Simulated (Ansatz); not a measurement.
Relaxation of BrCl$_{2}$F$_{2}$GeH (7 atoms, charge 0, multiplicity 1), to a largest force component of 0.03 eV/Å in at most 50 steps.

These are results of RKS LDA/def2-SVP (Ansatz 0.2.0), not measurements.

```xyz
7
Properties=species:S:1:pos:R:3:forces:R:3
Ge -0.019 -0.207 0.004 -0.06 -0.14 0.93
Cl -0.130 -0.421 2.176 0.13 0.25 -1.00
Cl 1.920 -0.377 -0.767 -0.02 0.02 0.03
F -0.792 1.231 -0.481 0.00 -0.06 0.02
F -0.965 -1.481 -0.627 0.01 0.06 0.00
Br 1.629 2.771 1.174 -0.47 -0.84 0.92
H 1.088 1.832 2.220 0.41 0.72 -0.91
```

**Question.** Where does it end, and by what steps?

**Answer.** The forces met the threshold. After 5 steps the energy has fallen by 0.093 eV; H7 moved furthest, 0.13 Å.

```json
{"step": "0", "energy less start (eV)": "0.0000", "largest force component (eV/Å)": "1.000", "accepted": "yes"}
{"step": "1", "energy less start (eV)": "-0.0590", "largest force component (eV/Å)": "0.215", "accepted": "yes"}
{"step": "2", "energy less start (eV)": "-0.0885", "largest force component (eV/Å)": "0.121", "accepted": "yes"}
{"step": "3", "energy less start (eV)": "-0.0917", "largest force component (eV/Å)": "0.096", "accepted": "yes"}
{"step": "4", "energy less start (eV)": "-0.0888", "largest force component (eV/Å)": "0.377", "accepted": "no"}
{"step": "5", "energy less start (eV)": "-0.0934", "largest force component (eV/Å)": "0.021", "accepted": "yes"}
```

```xyz
7
Properties=species:S:1:pos:R:3
Ge -0.013 -0.194 0.015
Cl -0.082 -0.318 2.133
Cl 1.919 -0.363 -0.771
F -0.809 1.220 -0.501
F -0.961 -1.485 -0.577
Br 1.639 2.742 1.270
H 1.038 1.746 2.130
```

Whether the end is a true minimum wasn't checked by a vibrational analysis.

Run time: 7.8 s on 4 threads of Arm Neoverse V1, on a shared host, peak memory 0.21 GiB.
